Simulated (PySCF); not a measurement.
Screening by computed properties: pick the candidate that meets the target.

All species are isolated and taken at one optimised geometry, non-relativistic unless stated; the electronic structure was computed with PySCF and density fitting.

The conformers computed, where there is a choice (atom-mapped SMILES and torsion angles):
- `[CH2:1]=[C:2]([CH2:3][CH3:4])[CH:5]1[CH2:6][CH2:7]1`: C1–C2–C3–C4 0°, C1–C2–C5–C6 -35°
- `[H]/[P:7]=[P:6]/[C:3]([CH2:2][CH3:1])([CH3:4])[CH3:5]`: C1–C2–C3–C4 177°, C2–C3–P6–P7 -137°
- `[CH3:1][CH2:2][SiH2:3][O:4][SiH3:5]`: C1–C2–Si3–O4 180°
- `[CH2:1]=[C:2]([Cl:3])[O:4]/[CH:5]=[CH:6]\[C:7](=[O:8])[OH:9]`: C1–C2–O4–C5 180°, C2–O4–C5–C6 180°, C5–C6–C7–O8 1°, H–O9–C7–C6 180°
- `[CH3:1][CH2:2][C@@H:3]1[O:4][SiH2:5][O:6][C:7]1=[O:8]`: C1–C2–C3–O4 62°
- `[CH2:1]=[CH:2][CH2:3][P@:4](=[CH2:5])([CH3:6])[PH2:7]`: C1–C2–C3–P4 108°, C2–C3–P4–C5 -76°, H–P7–P4–C3 173°, H–P7–P4–C3 -95°
- `[CH2:1]=[N:2]/[C:3](=[CH:4]\[Cl:5])[O:6][CH3:7]`: C1–N2–C3–C4 45°, N2–C3–O6–C7 5°
- `[CH3:1][CH2:2][CH2:3][CH2:4][CH:5]1[CH:6]=[CH:7]1`: C1–C2–C3–C4 180°, C2–C3–C4–C5 179°, C3–C4–C5–C6 -147°
- `[CH3:1][O:2][CH2:3][SiH2:4][SiH3:5]`: C1–O2–C3–Si4 -179°, O2–C3–Si4–Si5 41°

The conformers of `CP1CCPCC1` aren't listed.

**Question.** Wanted: smallest rotational constant below 1.1 GHz (GFN2-xTB) and static isotropic polarisability above 80 au (CAM-B3LYP/def2-SVPD), at GFN2-xTB geometries. Which candidate meets both?
A. `C(CC)(C)(C)/P=P/[H]`
B. `C=C(Cl)O/C=C\C(=O)O`
C. `C=C(CC)C1CC1`
D. `CC[SiH2]O[SiH3]`

**Answer.** B. Computed values:
```
            species  smallest rotational constant  static isotropic polarisability
C=C(Cl)O/C=C\C(=O)O                     0.538 GHz                          92.6 au
    CC[SiH2]O[SiH3]                     1.070 GHz                          79.2 au
C(CC)(C)(C)/P=P/[H]                     1.128 GHz                         112.9 au
       C=C(CC)C1CC1                     1.350 GHz                          81.0 au
```

**Question.** Wanted: electronic spatial extent ⟨r²⟩ about the centre of nuclear charge above 1600 bohr² (CAM-B3LYP/def2-SVPD) and lowest triplet excitation (Tamm–Dancoff) below 4 eV (TDA CAM-B3LYP/def2-SVPD), at GFN2-xTB geometries. Which candidate meets both?
A. `CC[C@@H]1O[SiH2]OC1=O`
B. `CO/C(N=C)=C/Cl`
C. `C=C(CC)C1CC1`
D. `C=C(Cl)O/C=C\C(=O)O`
E. `CC[SiH2]O[SiH3]`
F. `C=CC[P@](=C)(C)P`
G. `[H]/P=P/C(C)(C)CC`

**Answer.** D. Computed values:
```
              species  electronic spatial extent ⟨r²⟩ about the centre of nuclear charge  lowest triplet excitation (Tamm–Dancoff)
         C=C(CC)C1CC1                                                          971 bohr²                                   4.24 eV
CC[C@@H]1O[SiH2]OC1=O                                                         1019 bohr²                                   5.22 eV
       CO/C(N=C)=C/Cl                                                         1036 bohr²                                   2.71 eV
      CC[SiH2]O[SiH3]                                                         1133 bohr²                                   6.87 eV
    [H]/P=P/C(C)(C)CC                                                         1236 bohr²                                   2.20 eV
     C=CC[P@](=C)(C)P                                                         1294 bohr²                                   3.19 eV
  C=C(Cl)O/C=C\C(=O)O                                                         1885 bohr²                                   3.47 eV
```

**Question.** Wanted: dipole moment between 1 D and 2 D (CAM-B3LYP/def2-SVPD) and lowest singlet excitation above 6 eV (TDDFT CAM-B3LYP/def2-SVPD), at GFN2-xTB geometries. Which candidate meets both?
A. `COC[SiH2][SiH3]`
B. `C1([C@@H](O[SiH2]O1)CC)=O`
C. `C=N/C(=C\Cl)OC`
D. `C=C(CC)C1CC1`
E. `[H]/P=P/C(C)(C)CC`
F. `C=[P@](P)(C)CC=C`
G. `C(CC1C=C1)CC`

**Answer.** A. Computed values:
```csv
species,dipole moment,lowest singlet excitation
C(CC1C=C1)CC,0.37 D,6.17 eV
C=C(CC)C1CC1,0.69 D,6.68 eV
[H]/P=P/C(C)(C)CC,1.31 D,3.15 eV
COC[SiH2][SiH3],1.66 D,7.04 eV
C=[P@](P)(C)CC=C,1.90 D,4.60 eV
C=N/C(=C\Cl)OC,2.25 D,3.86 eV
C1([C@@H](O[SiH2]O1)CC)=O,3.36 D,5.74 eV
```

**Question.** Wanted: HOMO–LUMO gap between 7.4 eV and 9.5 eV (CAM-B3LYP/def2-SVPD) and HOMO energy above -7.9 eV (CAM-B3LYP/def2-SVPD), at GFN2-xTB geometries. Which candidate meets both?
A. `C=C(CC)C1CC1`
B. `[H]/P=P/C(C)(C)CC`
C. `CC[SiH2]O[SiH3]`
D. `C=C(Cl)O/C=C\C(=O)O`
E. `CCCCC1C=C1`
F. `CC[C@@H]1O[SiH2]OC1=O`
G. `CP1CCPCC1`

**Answer.** G. Computed values:
| species | HOMO–LUMO gap | HOMO energy |
| --- | --- | --- |
| [H]/P=P/C(C)(C)CC | 6.81 eV | -8.14 eV |
| C=C(Cl)O/C=C\C(=O)O | 7.91 eV | -8.32 eV |
| CP1CCPCC1 | 9.17 eV | -7.84 eV |
| C=C(CC)C1CC1 | 9.44 eV | -7.99 eV |
| CCCCC1C=C1 | 9.58 eV | -8.46 eV |
| CC[C@@H]1O[SiH2]OC1=O | 10.10 eV | -9.54 eV |
| CC[SiH2]O[SiH3] | 10.32 eV | -9.41 eV |
